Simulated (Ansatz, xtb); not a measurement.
C4H7GeN: which of two isomers lies lower

Structure I: `N#C[C@@H]1C[C@H]1[GeH3]`, a singlet. Structure II: `N#C[C]1([GeH3])CC1`, a singlet. Both are isolated molecules in the gas phase, relaxed with B3LYP/def2-SVP.

I (Å):

```json
{"atom": "C", "x (Å)": "-1.0868", "y (Å)": "-1.4968", "z (Å)": "0.4546"}
{"atom": "C", "x (Å)": "-0.1060", "y (Å)": "-0.7189", "z (Å)": "-0.2646"}
{"atom": "C", "x (Å)": "1.0677", "y (Å)": "-0.1062", "z (Å)": "0.4742"}
{"atom": "C", "x (Å)": "-0.0253", "y (Å)": "0.7905", "z (Å)": "-0.0389"}
{"atom": "Ge", "x (Å)": "0.2445", "y (Å)": "2.0012", "z (Å)": "-1.5586"}
{"atom": "N", "x (Å)": "-1.8785", "y (Å)": "-2.1174", "z (Å)": "1.0328"}
{"atom": "H", "x (Å)": "0.0849", "y (Å)": "-1.0921", "z (Å)": "-1.2771"}
{"atom": "H", "x (Å)": "1.1304", "y (Å)": "-0.2798", "z (Å)": "1.5517"}
{"atom": "H", "x (Å)": "2.0316", "y (Å)": "-0.1256", "z (Å)": "-0.0435"}
{"atom": "H", "x (Å)": "-0.7138", "y (Å)": "1.1679", "z (Å)": "0.7246"}
{"atom": "H", "x (Å)": "-1.1012", "y (Å)": "2.3016", "z (Å)": "-2.2472"}
{"atom": "H", "x (Å)": "1.1948", "y (Å)": "1.3016", "z (Å)": "-2.5546"}
{"atom": "H", "x (Å)": "0.8833", "y (Å)": "3.3179", "z (Å)": "-1.0729"}
```

II (Å):

```xyz
13

C    -0.9862    0.9118    0.9525
C    -0.0654    0.5305   -0.0885
C     0.6433    1.6491   -0.8529
C     1.4171    0.8335    0.1303
Ge   -0.5763   -1.1204   -1.0555
N    -1.7502    1.1880    1.7829
H    -1.9438   -0.9230   -1.7340
H    -0.6304   -2.3030   -0.0716
H     0.5189   -1.3564   -2.1166
H     0.8183    1.4928   -1.9215
H     0.3818    2.6759   -0.5842
H     1.6938    1.2932    1.0827
H     2.1387    0.1012   -0.2439
```

Quicker runs give these differences E(II) − E(I): GFN2-xTB −3.42 kJ/mol; HF/STO-3G −0.54 kJ/mol (at GFN2-xTB geometries); r2SCAN-D4/def2-SVP −4.49 kJ/mol (at GFN2-xTB geometries).

Question: Estimate E(II) − E(I) at the level CCSD(T)/def2-SVP + ΔMP2/def2-TZVPP.

Answer: Calculated at CCSD(T)/def2-SVP + ΔMP2/def2-TZVPP: E(II) − E(I) = −5.05 kJ/mol, so structure II lies lower.

Level by level:

| level | geometry | E(II) − E(I) (kJ/mol) | departure from the last row (kJ/mol) | job, with rough time for the two |
| --- | --- | --- | --- | --- |
| GFN2-xTB | GFN2-xTB | −3.42 | +1.63 | optimisation, 0.14 s |
| HF/STO-3G | GFN2-xTB | −0.54 | +4.51 | single point, 0.48 s |
| r2SCAN-D4/def2-SVP | GFN2-xTB | −4.49 | +0.56 | single point, 3 s |
| B3LYP/def2-SVP | B3LYP/def2-SVP | −1.09 | +3.96 | optimisation, 34 s |
| HF/def2-SVP | B3LYP/def2-SVP | −1.15 | +3.89 | part of the CCSD(T) run |
| MP2/def2-SVP | B3LYP/def2-SVP | −6.44 | −1.39 | part of the CCSD(T) run |
| CCSD(T)/def2-SVP | B3LYP/def2-SVP | −4.99 | +0.06 | single point |
| CCSD(T)/def2-SVP + ΔMP2/def2-TZVPP | B3LYP/def2-SVP | −5.05 |  | single point, 42 s |

As drawn, both hold the same kinds of bond in the same numbers.

HF/STO-3G, B3LYP/def2-SVP, HF/def2-SVP find them nearly level. The largest departure from CCSD(T)/def2-SVP + ΔMP2/def2-TZVPP is that of HF/STO-3G, 4.51 kJ/mol. The last row adds to CCSD(T) the change of the MP2 difference between the two basis sets, here −0.06 kJ/mol.

With thermal terms from frequencies at re-optimised GFN2-xTB minima (ideal gas, soft modes damped towards free rotors, one conformer each, 298.15 K, 1 atm): the zero-point term adds −0.20 kJ/mol; ΔH is −4.96 and ΔG −5.01 kJ/mol.

The correlated steps freeze 14 core orbitals; the filled d shell of Ge is correlated, in a basis made for valence electrons. Mirror images aren't counted in ΔG. Run with Ansatz 0.2.0, xtb 6.7.1; the last row on 2 threads of Intel(R) Xeon(R) 6975P-C (Granite Rapids) on a shared host.
